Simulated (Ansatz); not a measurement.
`[NH2][Ga]([F])[SiH2]F` → `[NH2][Ga]([F])[F]` + `[SiH2]` at 600 K and 1 bar (silylene formation by 1,1-elimination).

Gas-phase electronic energies from Ansatz, PBE0-D4/def2-TZVP geometries. CCSD(T)/CBS is the MP2 limit (def2-TZVPP, def2-QZVPP) plus CCSD(T) − MP2 in def2-TZVPP, frozen cores. This one scheme is used for every species. For Ga outer-core shells are correlated without core-valence functions, which leaves a few kJ/mol of doubt a bond. Scalar relativity is left out up to krypton. Each species was taken in one conformer, which may not be the lowest.

| species | CCSD(T)/CBS energy (Eh) | H − E (kJ/mol) | S (J/(mol·K)) |
| --- | --- | --- | --- |
| `[NH2][Ga]([F])[SiH2]F` | -2469.84770 | 191.9 | 483.8 |
| `[NH2][Ga]([F])[F]` | -2179.54122 | 124.2 | 387.8 |
| `[SiH2]` | -290.19011 | 52.1 | 233.9 |

H − E and S are ideal-gas, rigid-rotor, harmonic terms from PBE0-D4/def2-TZVP, for one conformer and one mirror image of each species. 1 Eh = 2625.50 kJ/mol, R = 8.31446 J/(mol·K).

Question: By hand: ΔE, ΔH, ΔS and ΔG.

Answer: ΔE = (-2179.54122) + (-290.19011) − (-2469.84770) = 0.11637 Eh = 305.5 kJ/mol. Δ(H − E) = 124.2 + 52.1 − 191.9 = -15.6, so ΔH = 289.9 kJ/mol. ΔS = 387.8 + 233.9 − 483.8 = 137.9 J/(mol·K). ΔG = 289.9 − 600 × (137.9)/1000 = 207.2 kJ/mol.

Question: By hand: the equilibrium constant, and the temperature at which ΔG would vanish if ΔH and ΔS stayed fixed.

Answer: log₁₀ K = −ΔG/(RT ln 10) = -18.0. ΔG = 0 at ΔH/ΔS = 2102 K.

The number of gas molecules changes by +1, which sets the sign of ΔS. A doubt of 5 kJ/mol in ΔE shifts log₁₀ K by 0.4 here. Other conformers and mirror images would add mixing entropy, several J/(mol·K) or more a flexible species. Modes under 60 cm⁻¹, often nearly free rotors, make the harmonic entropy too high. These are equilibria of isolated gas molecules and say nothing of rates. Largest T1 diagnostic: 0.014 (customary marks: 0.02 for closed shells, 0.045 for open ones).
